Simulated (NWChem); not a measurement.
System: TaH$_{3}$SO$_{3}$; SMILES [OH][Ta]([OH])([OH])=[S]

NWChem printed, in part:

```
             Northwest Computational Chemistry Package (NWChem) 7.3.0
             --------------------------------------------------------

 C3  symmetry detected

                             Geometry "geometry" -> ""
                             -------------------------

 Output coordinates in angstroms (scale by  1.889725989 to convert to a.u.)

  No.       Tag          Charge          X              Y              Z
 ---- ---------------- ---------- -------------- -------------- --------------
    1 Ta                  73.0000    -0.00000000     0.00000000    -0.16203947
    2 S                   16.0000    -0.00000000     0.00000000     2.01133815
    3 O                    8.0000     1.78062988    -0.11133368    -0.79736120
    4 H                    1.0000     2.65612925    -0.16590265    -0.40528675
    5 O                    8.0000    -0.79389715     1.59773755    -0.79736120
    6 H                    1.0000    -1.18438872     2.38322673    -0.40528675
    7 O                    8.0000    -0.98673273    -1.48640387    -0.79736120
    8 H                    1.0000    -1.47174053    -2.21732409    -0.40528675

 Effective nuclear repulsion energy (a.u.)     938.3920929342

      Symmetry information
      --------------------

 Group name             C3
 Group number              5
 Group order               3
 No. of unique centers     4

                                 NWChem DFT Module
                                 -----------------

 Summary of "ao basis" -> "ao basis" (spherical)
 ------------------------------------------------------------------------------
       Tag                 Description            Shells   Functions and Types
 ---------------- ------------------------------  ------  ---------------------
 Ta                         def2-svp                12       32   6s3p2d1f
 S                          def2-svp                 8       18   4s3p1d
 O                          def2-svp                 6       14   3s2p1d
 H                          def2-svp                 3        5   2s1p

      Symmetry analysis of basis
      --------------------------

        a          41
        e+         33
        e-         33

  Rotation of axis

            General Information
            -------------------
          SCF calculation type: DFT
          Wavefunction type:  closed shell.
          No. of atoms     :     8
          No. of electrons :    56
           Alpha electrons :    28
            Beta electrons :    28
          Charge           :     0
          Spin multiplicity:     1
          Use of symmetry is: on ; symmetry adaption is: on
          Maximum number of iterations: 150
          AO basis - number of functions:   107
                     number of shells:    47
          Convergence on energy requested:  1.00D-06
          Convergence on density requested:  1.00D-05
          Convergence on gradient requested:  5.00D-04

              XC Information
              --------------
                      r^2SCAN Method XC Functional
               r^2SCAN metaGGA Exchange Functional  1.000
                     r^2SCAN Correlation Potential  1.000

             Grid Information
             ----------------
          Grid used for XC integration:  fine
          Radial quadrature: Mura-Knowles
          Angular quadrature: Lebedev.
          Tag              B.-S. Rad. Rad. Pts. Rad. Cut. Ang. Pts.
          ---              ---------- --------- --------- ---------
          Ta                  1.45      141          10.0       974
          S                   1.00      123          10.0       770
          O                   0.60       70          11.0       590
          H                   0.35       60          12.0       590
          Grid pruning is: on
          Number of quadrature shells:   394
          Spatial weights used:  Erf1

      Superposition of Atomic Density Guess
      -------------------------------------

 Sum of atomic energies:        -684.83727197

      Non-variational initial energy
      ------------------------------

 Total energy =    -679.729648
 1-e energy   =   -1484.326030
 2-e energy   =     537.952203
 HOMO         =      -0.349216
 LUMO         =      -0.011991

      Symmetry analysis of molecular orbitals - initial
      -------------------------------------------------

  Numbering of irreducible representations:

     1 a           2 e+          3 e-

  Orbital symmetries:

     1 a           2 a           3 e+          4 e+          5 a
     6 a           7 e+          8 e+          9 a          10 e+
    11 e+         12 a          13 a          14 e+         15 e+
    16 a          17 a          18 e+         19 e+         20 e+
    21 e+         22 a          23 e+         24 e+         25 a
    26 a          27 e+         28 e+         29 a          30 e+
    31 e+         32 a          33 e+         34 e+         35 e+
    36 e+         37 a          38 a

     ---------------------------------------------
      Total Density - Mulliken Population Analysis
     ---------------------------------------------

    Atom       Charge   Shell Charges
 -----------   ------   -------------------------------------------------------
    1 Ta  13    10.47   0.03 -0.32  1.77  0.53  0.36  0.06  5.48  0.59  0.19  1.32  0.31  0.15
    2 S   16    17.02   2.00  1.99  1.24  0.68  5.94  1.99  3.15  0.02
    3 O    8     8.86   1.99  1.10  0.66  3.14  1.97  0.00
    4 H    1     0.64   0.52  0.06  0.06
    5 O    8     8.86   1.99  1.10  0.66  3.14  1.97  0.00
    6 H    1     0.64   0.52  0.06  0.06
    7 O    8     8.86   1.99  1.10  0.66  3.14  1.97  0.00
    8 H    1     0.64   0.52  0.06  0.06

   convergence    iter        energy       DeltaE   RMS-Dens  Diis-err
 ---------------- ----- ----------------- --------- --------- ---------
 d= 0,ls=0.0,diis     1   -682.1848835088 -9.49D+02  4.26D-02  2.51D+00
 d= 0,ls=0.0,diis     2   -677.8373296245  4.35D+00  3.62D-02  3.51D+01
 d= 0,ls=0.0,diis     3   -682.4371581091 -4.60D+00  9.38D-03  7.56D-01
 d= 0,ls=0.0,diis     4   -682.4492453630 -1.21D-02  5.25D-03  4.93D-01
 d= 0,ls=0.0,diis     5   -682.5233922503 -7.41D-02  9.64D-04  5.66D-03
  Resetting Diis
 d= 0,ls=0.0,diis     6   -682.5239095449 -5.17D-04  3.68D-04  2.16D-03
 d= 0,ls=0.0,diis     7   -682.5242853935 -3.76D-04  1.43D-04  2.51D-05
 d= 0,ls=0.0,diis     8   -682.5242565623  2.88D-05  1.16D-04  2.01D-04
 d= 0,ls=0.0,diis     9   -682.5242886316 -3.21D-05  1.69D-05  6.16D-06
 d= 0,ls=0.0,diis    10   -682.5242892689 -6.37D-07  5.04D-06  8.69D-07

         Total DFT energy =     -682.524289268894
      One electron energy =    -1489.746901837909
           Coulomb energy =      599.840075975362
    Exchange-Corr. energy =      -59.261642414429
 Nuclear repulsion energy =      266.644179008082

 Numeric. integr. density =       55.999997756837

                  Occupations of the irreducible representations
                  ----------------------------------------------

                     irrep           alpha         beta
                     --------     --------     --------
                     a                12.0         12.0
                     e+               16.0         16.0
                     e-                0.0          0.0

                       DFT Final Molecular Orbital Analysis
                       ------------------------------------

 Vector   26  Occ=2.000000D+00  E=-2.732628D-01  Symmetry=a
              MO Center= -6.8D-15, -2.1D-15,  1.6D+00, r^2= 2.6D+00
   Bfn.  Coefficient  Atom+Function         Bfn.  Coefficient  Atom+Function
  ----- ------------  ---------------      ----- ------------  ---------------
    45      0.495160  2 S  pz                42      0.392507  2 S  pz
    18     -0.337291  1 Ta d  0               5     -0.270019  1 Ta s
     3      0.249324  1 Ta s                 39      0.229185  2 S  pz
     9      0.163813  1 Ta pz                35      0.157814  2 S  s
     2     -0.149594  1 Ta s                 36      0.137103  2 S  s

 Vector   27  Occ=2.000000D+00  E=-2.421095D-01  Symmetry=e+
              MO Center= -3.7D-02, -4.8D-03,  1.5D+00, r^2= 2.4D+00
   Bfn.  Coefficient  Atom+Function         Bfn.  Coefficient  Atom+Function
  ----- ------------  ---------------      ----- ------------  ---------------
    44      0.520017  2 S  py                41      0.386616  2 S  py
    17      0.293859  1 Ta d -1              38      0.222762  2 S  py
    14      0.121318  1 Ta py                94      0.105718  7 O  pz
     8     -0.097877  1 Ta py                75     -0.094541  5 O  pz
    91     -0.094717  7 O  s                 72      0.084717  5 O  s

 Vector   28  Occ=2.000000D+00  E=-2.421095D-01  Symmetry=e+
              MO Center=  3.7D-02,  4.8D-03,  1.5D+00, r^2= 2.4D+00
   Bfn.  Coefficient  Atom+Function         Bfn.  Coefficient  Atom+Function
  ----- ------------  ---------------      ----- ------------  ---------------
    43      0.520017  2 S  px                40      0.386616  2 S  px
    19     -0.293859  1 Ta d  1              37      0.222762  2 S  px
    13      0.121318  1 Ta px                56     -0.115619  3 O  pz
    53      0.103597  3 O  s                  7     -0.097877  1 Ta px
    44     -0.083235  2 S  py                59     -0.079362  3 O  pz

 Vector   29  Occ=0.000000D+00  E=-5.739059D-02  Symmetry=e+
              MO Center=  3.5D-02,  6.0D-03,  1.9D-01, r^2= 2.7D+00
   Bfn.  Coefficient  Atom+Function         Bfn.  Coefficient  Atom+Function
  ----- ------------  ---------------      ----- ------------  ---------------
    19      0.810802  1 Ta d  1              43      0.369996  2 S  px
    20     -0.331372  1 Ta d  2              40      0.194267  2 S  px
    53     -0.183657  3 O  s                 17      0.146718  1 Ta d -1
    66      0.144569  4 H  s                 65      0.133304  4 H  s
    92     -0.111770  7 O  px                37      0.111141  2 S  px

 Vector   30  Occ=0.000000D+00  E=-5.739059D-02  Symmetry=e+
              MO Center= -3.5D-02, -6.0D-03,  1.9D-01, r^2= 2.7D+00
   Bfn.  Coefficient  Atom+Function         Bfn.  Coefficient  Atom+Function
  ----- ------------  ---------------      ----- ------------  ---------------
    17      0.810802  1 Ta d -1              44     -0.369996  2 S  py
    16     -0.331372  1 Ta d -2              41     -0.194267  2 S  py
    91     -0.169784  7 O  s                 72      0.148319  5 O  s
    19     -0.146718  1 Ta d  1              55      0.144652  3 O  py
   104      0.133647  8 H  s                 58      0.126764  3 O  py

 Vector   31  Occ=0.000000D+00  E=-1.688424D-02  Symmetry=a
              MO Center= -3.2D-14, -3.9D-14,  1.7D-01, r^2= 4.5D+00
   Bfn.  Coefficient  Atom+Function         Bfn.  Coefficient  Atom+Function
  ----- ------------  ---------------      ----- ------------  ---------------
     6      0.831664  1 Ta s                 18     -0.662986  1 Ta d  0
    45     -0.408790  2 S  pz                 5     -0.397084  1 Ta s
    23     -0.274741  1 Ta d  0              36      0.202126  2 S  s
    56     -0.161598  3 O  pz                75     -0.161598  5 O  pz
    94     -0.161598  7 O  pz                15      0.155447  1 Ta pz

     ---------------------------------------------
      Total Density - Mulliken Population Analysis
     ---------------------------------------------

    Atom       Charge   Shell Charges
 -----------   ------   -------------------------------------------------------
    1 Ta  13    12.07   0.04 -0.33  1.85  0.48  0.38 -0.01  5.59  0.52  0.33  2.55  0.49  0.18
    2 S   16    16.35   2.00  1.99  1.22  0.72  5.93  1.79  2.68  0.03
    3 O    8     8.43   1.99  1.07  0.68  2.87  1.81  0.01
    4 H    1     0.76   0.66  0.03  0.07
    5 O    8     8.43   1.99  1.07  0.68  2.87  1.81  0.01
    6 H    1     0.76   0.66  0.03  0.07
    7 O    8     8.43   1.99  1.07  0.68  2.87  1.81  0.01
    8 H    1     0.76   0.66  0.03  0.07

     -------------------------------------------
      Total Density - Lowdin Population Analysis
     -------------------------------------------

    Atom       Charge   Shell Charges
 -----------   ------   -------------------------------------------------------
    1 Ta  13    13.09   0.00  0.03  1.09  0.79  0.36  0.14  4.95  1.26  0.55  2.37  1.18  0.37
    2 S   16    15.91   2.00  1.96  0.96  0.69  5.81  1.90  2.56  0.03
    3 O    8     8.12   1.97  0.88  0.59  2.71  1.95  0.01
    4 H    1     0.88   0.54  0.16  0.19
    5 O    8     8.12   1.97  0.88  0.59  2.71  1.95  0.01
    6 H    1     0.88   0.54  0.16  0.19
    7 O    8     8.12   1.97  0.88  0.59  2.71  1.95  0.01
    8 H    1     0.88   0.54  0.16  0.19

     Multipole analysis of the density
     ---------------------------------

     L   x y z        total         alpha         beta         nuclear
     -   - - -        -----         -----         ----         -------
     0   0 0 0     -0.000000    -28.000000    -28.000000     56.000000

     1   1 0 0      0.000000      0.000000      0.000000      0.000000
     1   0 1 0      0.000000      0.000000      0.000000      0.000000
     1   0 0 1     -0.430266     -9.401439     -9.401439     18.372612

     2   2 0 0    -33.877407   -104.108874   -104.108874    174.340341
     2   1 1 0      0.000000      0.000000      0.000000      0.000000
     2   1 0 1      0.000000      0.000000      0.000000     -0.000000
     2   0 2 0    -33.877407   -104.108874   -104.108874    174.340341
     2   0 1 1      0.000000      0.000000      0.000000     -0.000000
     2   0 0 2    -47.370182   -167.992953   -167.992953    288.615724

            General Information
            -------------------
          SCF calculation type: DFT
          Wavefunction type:  closed shell.
          No. of atoms     :     8
          No. of electrons :    56
           Alpha electrons :    28
            Beta electrons :    28
          Charge           :     0
          Spin multiplicity:     1
          Use of symmetry is: on ; symmetry adaption is: on
          Maximum number of iterations: 150
          AO basis - number of functions:   107
                     number of shells:    47
          Convergence on energy requested:  1.00D-06
          Convergence on density requested:  1.00D-05
          Convergence on gradient requested:  5.00D-04

              XC Information
              --------------
                      r^2SCAN Method XC Functional
               r^2SCAN metaGGA Exchange Functional  1.000
                     r^2SCAN Correlation Potential  1.000

[...]

                         DFT ENERGY GRADIENTS

    atom               coordinates                        gradient
                 x          y          z           x          y          z
   1 Ta     -0.000000   0.000000  -0.306210    0.000000   0.000000   0.001070
   2 S      -0.000000   0.000000   3.800878   -0.000000   0.000000  -0.005743
   3 O       3.364903  -0.210390  -1.506794   -0.001260   0.000079   0.002788
   4 H       5.019356  -0.313511  -0.765881   -0.002661   0.000167  -0.001231
   5 O      -1.500248   3.019286  -1.506794    0.000562  -0.001131   0.002788
   6 H      -2.238170   4.503645  -0.765881    0.001186  -0.002388  -0.001231
   7 O      -1.864654  -2.808896  -1.506794    0.000699   0.001052   0.002788
   8 H      -2.781186  -4.190135  -0.765881    0.001475   0.002221  -0.001231
```

Level: r2SCAN/def2-SVP with def2 effective core potentials on Ta. All runs use the structure optimised with PBE0/def2-SVP. No frequency run checked for a minimum. def2 effective core potentials on Ta; no spin-orbit coupling.

Q: Reconstruct the input file.

A: This is not unique; one that fits is the input that was run:
```
start job
memory heap 200 mb stack 900 mb global 1100 mb
geometry units angstroms noautoz
  Ta    -0.000149    -0.154482    -0.000622
  S      0.000258     2.018893     0.002726
  O      1.425738    -0.791650     1.070600
  H      2.126749    -0.400531     1.598627
  O      0.215331    -0.787178    -1.772606
  H      0.321540    -0.393725    -2.642730
  O     -1.641805    -0.790581     0.697262
  H     -2.448469    -0.398933     1.042370
end
basis spherical
  Ta library def2-svp
  S library def2-svp
  O library def2-svp
  H library def2-svp
end
ecp
  Ta library def2-ecp
end
dft
  xc r2scan
  grid fine
  iterations 150
  mulliken
end
task dft gradient
```
